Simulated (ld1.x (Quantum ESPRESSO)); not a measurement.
# strontium: one change to a TM semilocal potential, before and after

Sr, norm-conserving Troullier–Martins (semilocal form), made with ld1.x (Quantum ESPRESSO) 7.5 (PBEsol, scalar-relativistic). Core [Kr], reference 4d0 5s1 5p0 (charge +1). Waves: 5s (bound): rc 2.95 bohr; 5p (bound, empty): rc 3.10 bohr; 4d (bound, empty): rc 2.15 bohr. Local part: the d channel. Core correction: a·sin(br)/r model core inside 1.20 bohr.

All-electron outer shells of the reference configuration (PBEsol, scalar-relativistic, ld1.x):

```json
{"shell": "4p", "level (eV)": "-29.11", "outermost node (bohr)": "0.61", "outermost maximum (bohr)": "1.33"}
{"shell": "5s", "level (eV)": "-8.34", "outermost node (bohr)": "1.64", "outermost maximum (bohr)": "3.45"}
{"shell": "4d", "level (eV)": "-6.79", "outermost node (bohr)": "0.65", "outermost maximum (bohr)": "1.99"}
{"shell": "5p", "level (eV)": "-5.40", "outermost node (bohr)": "1.92", "outermost maximum (bohr)": "4.26"}
```

Change: wave 5p (bound): rc 3.10 bohr becomes 5p (bound): rc 4.66 bohr.

Cutoffs: the cutoffs (Ry, on a coarse ladder) from which the occupation-weighted sum of valence levels, in a spherical-Bessel basis at the reference potential, stays within 10 and 1 mRy of its value at 400 Ry; they do not see the model core or the augmentation charge, which bear on the density cutoff. Errors are all-electron minus pseudo energies relative to the spin-unpolarised reference configuration.

**Question.** How do hardness, ghosts and transferability respond?

**Answer.** Both files are so soft that the ladder of cutoffs tells neither apart; of the 7 tests that both files solve, the error grows in 2 and shrinks in 1 by more than 15 % and 0.3 meV (median size 4.7 → 15.1 meV); neither file shows a bound ghost. A semilocal file is local in each channel, so a ghost entry of none says nothing of the separable form that plane-wave codes build from it.

| quantity | base | changed |
| --- | --- | --- |
| cutoff, loose | 6 Ry | 6 Ry |
| cutoff, tight | 8 Ry | 8 Ry |
| bound ghosts | none | none |
| error for 4d0 5s2 5p0, meV [ΔE -5.90 eV] | -2.1 | -2.1 |
| error for 4d0 5s1.5 5p0, meV [ΔE -3.55 eV] | -1.1 | -1.1 |
| error for 4d0 5s1 5p1, meV [ΔE -3.58 eV] | +4.7 | +2.0 |
| error for 4d1 5s0 5p0, meV [ΔE 1.73 eV] | -84 | -84 |
| error for 4d0.5 5s1.5 5p0, meV [ΔE -4.75 eV] | -21 | -21 |
| error for 4d0 5s0 5p1, meV [ΔE 2.92 eV] | -8.3 | -18 |
| error for 4d0 5s0 5p2, meV [ΔE -1.17 eV] | -4.2 | -15 |

Base: The cutoffs count occupied waves only; the empty 4d level needs 18 Ry at the loose tolerance. Changed file: The cutoffs count occupied waves only; the empty 4d level needs 18 Ry at the loose tolerance.
